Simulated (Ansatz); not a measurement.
Input and output for `CO[Si](O)(F)Cl`.

```yaml
crystal:
  periodic: [false, false, false]
  atoms:
    - {symbol: C, position_ang: [-1.185316, -1.004072, 0.532363]}
    - {symbol: O, position_ang: [-0.509739, 0.216533, 0.778169]}
    - {symbol: Si, position_ang: [0.799839, 0.736015, 0.011060]}
    - {symbol: O, position_ang: [0.555644, 0.639267, -1.587387]}
    - {symbol: F, position_ang: [2.074897, -0.131475, 0.386104]}
    - {symbol: Cl, position_ang: [1.180640, 2.624557, 0.630272]}
    - {symbol: H, position_ang: [-0.580458, -1.854722, 0.857941]}
    - {symbol: H, position_ang: [-1.422625, -1.115352, -0.528718]}
    - {symbol: H, position_ang: [-2.112401, -0.990056, 1.105207]}
    - {symbol: H, position_ang: [1.282619, 0.828205, -2.182113]}
basis:
  gaussian: {orbitals: cc-pVTZ}
hamiltonian: {xc: {name: SVWN5}}
```

```sh
$ ansatz run in.yaml --threads 4 --pin off --events-out ev --progress --plain --max-ram 10444MiB
```

It prints (some lines left out):

```
Functional definition: SVWN5
  name "SVWN5"
  cite "Dirac, Proc. Camb. Phil. Soc. 26, 376 (1930) doi:10.1017/S0305004100016108"
  cite "Slater, Phys. Rev. 81, 385 (1951) doi:10.1103/PhysRev.81.385"
  cite "Vosko, Wilk & Nusair, Can. J. Phys. 58, 1200 (1980) doi:10.1139/p80-159"
  exchange = slater_x
  correlation = vwn5_c
1432 factors; their error is unknown
mean field evaluation 1: about -28182.2965 eV, gradient 8.9e1 eV
mean field evaluation 2: about -28140.9044 eV, gradient 1.7e2 eV
mean field evaluation 4: about -28195.2002 eV, gradient 1.3e1 eV
mean field evaluation 8: about -28195.4342 eV, gradient 1.3e-1 eV
mean field evaluation 16: about -28195.3754 eV, gradient 2.1e-4 eV
mean field -28195.37544403 eV, -1036.1609360561 hartree, gradient 6.0e-5 eV, S^2 0.000000; 0 other end points of the search recorded, 0 dependent functions left out
reference -28195.37548136 eV, -1036.1609374279 hartree; 33, 33 occupied and 211, 211 virtual orbitals, 1432 factors
Total energy: -28195.37548136 eV, -1036.1609374279 hartree
```

It took 1.3 s on 4 threads of an Arm Neoverse V1 on a shared host, with 0.47 GiB of host memory at the peak.
